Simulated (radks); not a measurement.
Task: Kr I, configuration [Kr]. Method: non-relativistic Kohn-Sham, SCAN, spin-polarised, spherical densities, point nucleus; meta-GGA in the generalised Kohn-Sham scheme; computed with a radial shooting solver on a logarithmic mesh with Libxc functionals. Some entries of the table are withheld. Estimate them.

| orbital | occ. | eigenvalue (hartree) | <r> (bohr) | <1/r> (bohr^-1) |
|---|---|---|---|---|
| 1s | 2 | -512.0719 | 0.04246 | (1) |
| 2s | 2 | (2) | 0.1876 | (3) |
| 2p | 6 | -60.44553 | 0.1619 | 7.870 |
| 3s | 2 | -9.58724 | 0.5400 | 2.632 |
| 3p | 6 | -7.25686 | 0.5445 | (4) |
| 3d | 10 | -3.11399 | 0.5537 | 2.276 |
| 4s | 2 | -0.84967 | 1.611 | 0.8229 |
| 4p | 6 | -0.35607 | (5) | 0.6810 |

Result: 
(1) 1s <1/r> (bohr^-1): 35.49
(2) 2s eigenvalue (hartree): -66.92860
(3) 2s <1/r> (bohr^-1): 7.905
(4) 3p <1/r> (bohr^-1): 2.519
(5) 4p <r> (bohr): 1.940
